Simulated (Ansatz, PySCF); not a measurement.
Species: Si$_{2}$Cl$_{6}$ (charge 0, singlet). SMILES: Cl[Si](Cl)(Cl)[Si](Cl)(Cl)Cl
Geometry from a B3LYP-D3(BJ)/def2-TZVP (Ansatz, a first-principles code) optimisation:
```xyz
8

Cl    -1.4391    -1.5131     1.6558
Si    -1.1371    -0.2313     0.0933
Cl    -2.1547     1.5094     0.4255
Cl    -1.7949    -1.0922    -1.6393
Si     1.1371     0.2313    -0.0933
Cl     1.7949     1.0922     1.6393
Cl     2.1547    -1.5094    -0.4255
Cl     1.4391     1.5131    -1.6558
```

PBE beside other levels, property by property. Correlated levels leave the core frozen unless marked. Open shells are spin-unrestricted. No spin-orbit coupling. Non-relativistic. CBS(X,Y): correlation extrapolated as X^-3; Hartree-Fock from the larger set. [CCSD(T)-MP2]/basis is that difference in the basis named. Rows marked 298 K are enthalpies with B3LYP-D3(BJ) harmonic zero-point and thermal terms. Atomisation energies are electronic, to ground-state atoms; the column to compare with has the core term from cc-pwCVTZ added, other frozen-core levels have none. Frequencies are from Ansatz or PySCF. The coupled-cluster column (Ansatz) is a level with limits of its own: (a) RI-MP2/CBS(cc-pV(T+d)Z,cc-pV(Q+d)Z)+[CCSD(T)-MP2]/cc-pV(T+d)Z; (b) CCSD(T)/CBS(cc-pV(T+d)Z,cc-pV(Q+d)Z).

| property | PBE0/def2-TZVPD (Ansatz) | B2PLYP/def2-TZVPD (Ansatz) | RI-MP2/CBS(cc-pV(T+d)Z,cc-pV(Q+d)Z) (Ansatz) | coupled cluster |
|---|---|---|---|---|
| atomisation energy (kcal/mol) | 623.7 | 607.0 | 668.3 | 635.9 (b) |
| Si-Si bond dissociation enthalpy, 298 K, to Cl[Si](Cl)Cl + Cl[Si](Cl)Cl (kcal/mol) | 69.3 | 70.4 | 81.8 | 79.4 (a) |

Question: What does PBE/def2-TZVPD (Ansatz) give for each property, and on which side of coupled cluster does it fall?

Answer: 
- atomisation energy: PBE lies 5.6 kcal/mol below coupled cluster; PBE gives 630.3 kcal/mol.
- Si-Si bond dissociation enthalpy, 298 K, to Cl[Si](Cl)Cl + Cl[Si](Cl)Cl: PBE lies 13.4 kcal/mol below coupled cluster; PBE gives 66.0 kcal/mol.
